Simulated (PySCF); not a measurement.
Geometry:
```tsv
atom	x (Å)	y (Å)	z (Å)
C1	-1.890	-0.404	1.632
Si2	-0.997	0.136	0.032
C3	-2.003	1.504	-0.845
C4	-0.899	-1.380	-1.142
P5	0.918	1.147	0.724
C6	2.019	-0.359	0.966
C7	2.458	-0.353	-0.503
C8	1.936	1.045	-0.854
H9	-1.329	-1.165	2.165
H10	-2.014	0.440	2.303
H11	-2.874	-0.807	1.418
H12	-2.130	2.362	-0.193
H13	-1.506	1.850	-1.747
H14	-2.990	1.150	-1.125
H15	-0.413	-1.130	-2.080
H16	-0.349	-2.201	-0.690
H17	-1.895	-1.746	-1.378
H18	1.527	-1.265	1.316
H19	2.838	-0.124	1.647
H20	1.945	-1.125	-1.075
H21	3.532	-0.478	-0.648
H22	1.386	1.131	-1.789
H23	2.725	1.799	-0.847
```

- GFN2-xTB geometry
- GIAO PBE0/pcSseg-1 shieldings
- program: PySCF 2.14
- no solvent model, non-relativistic, one conformer, equivalent nuclei averaged

Task: List the cross peaks expected in HSQC, COSY and HMBC spectra.

Result: 

HSQC (one-bond C–H):
```csv
δH,δC
2.68 (H20/H21),29.1 (C7)
2.13 (H18/H19/H22/H23),16.5 (C6/C8)
0.23 (H9/H10/H11/H12/H13/H14/H15/H16/H17),-1.4 (C1/C3/C4)
```

COSY cross peaks (H two or three bonds apart, from the bond graph; peaks can be absent where the dihedral angle is near 90°):
```csv
δH,δH
2.68 (H20/H21),2.13 (H18/H19/H22/H23)
```

HMBC (two and three bonds, from the bond graph):
```csv
δH,δC
2.68 (H20/H21),16.5 (C6/C8)
2.13 (H18/H19/H22/H23),"29.1 (C7), 16.5 (C6/C8)"
0.23 (H9/H10/H11/H12/H13/H14/H15/H16/H17),-1.4 (C1/C3/C4)
```

References, each an isolated molecule treated in the same way: ¹H and ¹³C vs TMS.

Short H···H contacts in this conformer between protons four or more bonds apart (candidates for NOE cross peaks, intensity ∝ r⁻⁶): H16···H20 2.56 Å.

Shifts are as computed. Against solution values, carbons near 30 ppm lie about +3 ppm off and those near 130 ppm about +5 ppm. Of 1211 compounds with measured shifts, 218 miss one by over three times the rms of a fit or turn the order of signals round; such compounds aren't used in these exercises.
